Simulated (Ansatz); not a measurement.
Calculation: frozen-core CCSD(T)/cc-pVTZ // r2SCAN-D4/def2-TZVP (Ansatz, an electronic-structure program).

Ansatz 0.2 input:
```yaml
crystal:
  periodic: [false, false, false]
  atoms:
    - { symbol: C, position_ang: [-0.650556, 0.02575, 0.086531] }
    - { symbol: C, position_ang: [0.776299, 0.001785, -0.082919] }
    - { symbol: F, position_ang: [1.375211, -0.955861, -0.630093] }
    - { symbol: F, position_ang: [1.533442, 0.925003, 0.297486] }
    - { symbol: H, position_ang: [-0.984124, 0.935414, 0.579442] }
    - { symbol: H, position_ang: [-0.940246, -0.878955, 0.644556] }
    - { symbol: H, position_ang: [-1.111632, -0.101992, -0.905838] }
basis:
  gaussian: { orbitals: cc-pVTZ }
correlation:
  method: ccsd_t
total_charge: 1
```

Output:

```
Functional definition: HF
966 factors; integrals over basis functions are off by at most 9.1e-4 eV
mean field evaluation 1: about -7510.4770 eV, gradient 5.0e1 eV
mean field evaluation 2: about -7510.4798 eV, gradient 5.0e1 eV
mean field evaluation 4: about -7514.3668 eV, gradient 3.6e0 eV
mean field evaluation 8: about -7514.4129 eV, gradient 4.6e-4 eV
mean field evaluation 16: about -7514.4087 eV, gradient 2.5e-1 eV
mean field -7514.41286331 eV, -276.1495792748 hartree, gradient 1.8e-6 eV, S^2 0.000000; 0 other end points of the search recorded, 0 dependent functions left out
4 core orbitals not correlated
reference -7514.41286331 eV, -276.1495792748 hartree; 12, 12 occupied and 146, 146 virtual orbitals, 966 factors
second order -21.92448830 eV of doubles, -0.00000000 eV of singles
cycle   1  -21.74734888 eV  change    1.8e-1 eV  update   1.1e-1
cycle   2  -22.25157257 eV  change   -5.0e-1 eV  update   3.2e-2
cycle   3  -22.37669400 eV  change   -1.3e-1 eV  update   1.8e-2
cycle   4  -22.35668883 eV  change    2.0e-2 eV  update   4.6e-3
cycle   5  -22.35364439 eV  change    3.0e-3 eV  update   1.8e-3
cycle   6  -22.35484456 eV  change   -1.2e-3 eV  update   4.5e-4
cycle   7  -22.35448379 eV  change    3.6e-4 eV  update   1.6e-4
cycle   8  -22.35445162 eV  change    3.2e-5 eV  update   4.9e-5
cycle   9  -22.35448347 eV  change   -3.2e-5 eV  update   2.3e-5
cycle  10  -22.35447690 eV  change    6.6e-6 eV  update   8.4e-6
perturbative correction -0.79906918 eV, -0.0293652508 hartree
Total energy: -7537.56640939 eV, -277.0004563992 hartree
```

Cost: very roughly 70 core-seconds.
